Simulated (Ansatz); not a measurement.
Be3S3. Total charge 0; singlet. Geometry r2SCAN-D4/def2-SVP.

```xyz
6

Be   -0.135    1.360    0.385
Be   -1.056   -0.650   -0.691
Be    1.191   -0.709    0.306
S    -1.829    1.089   -0.470
S     1.622    0.999    1.061
S     0.207   -2.088   -0.591
```

The structure comes from a short search, and lower isomers may exist.

Estimate the orbital energies around the gap (eV) in Ansatz with HF/6-31G, PBE-D4/def2-SVP, revPBE-D4/def2-TZVP, PBE0-D4/def2-TZVPD, CAM-B3LYP-D4/def2-TZVP.


| orbital | HF/6-31G | PBE-D4/def2-SVP | revPBE-D4/def2-TZVP | PBE0-D4/def2-TZVPD | CAM-B3LYP-D4/def2-TZVP |
| --- | --- | --- | --- | --- | --- |
| HOMO−9 | -25.96 | -17.52 | -17.24 | -19.57 | -21.17 |
| HOMO−8 | -14.46 | -9.80 | -9.52 | -11.01 | -12.33 |
| HOMO−7 | -13.33 | -8.87 | -8.67 | -10.04 | -11.33 |
| HOMO−6 | -13.33 | -8.87 | -8.67 | -10.04 | -11.33 |
| HOMO−5 | -12.79 | -8.43 | -8.15 | -9.49 | -10.73 |
| HOMO−4 | -12.01 | -8.05 | -7.83 | -9.14 | -10.37 |
| HOMO−3 | -11.98 | -8.05 | -7.83 | -9.14 | -10.37 |
| HOMO−2 | -11.98 | -7.76 | -7.52 | -8.86 | -10.15 |
| HOMO−1 | -10.53 | -6.68 | -6.53 | -7.76 | -8.93 |
| HOMO | -10.53 | -6.68 | -6.53 | -7.76 | -8.93 |
| LUMO | 0.43 | -3.35 | -3.14 | -2.53 | -1.49 |
| LUMO+1 | 2.30 | -1.33 | -1.27 | -0.79 | 0.14 |
| LUMO+2 | 2.68 | -0.91 | -0.91 | -0.33 | 0.71 |
| LUMO+3 | 3.02 | -0.82 | -0.72 | -0.19 | 0.71 |
| LUMO+4 | 3.02 | -0.82 | -0.72 | -0.19 | 0.88 |
| LUMO+5 | 3.03 | -0.79 | -0.68 | -0.09 | 1.05 |
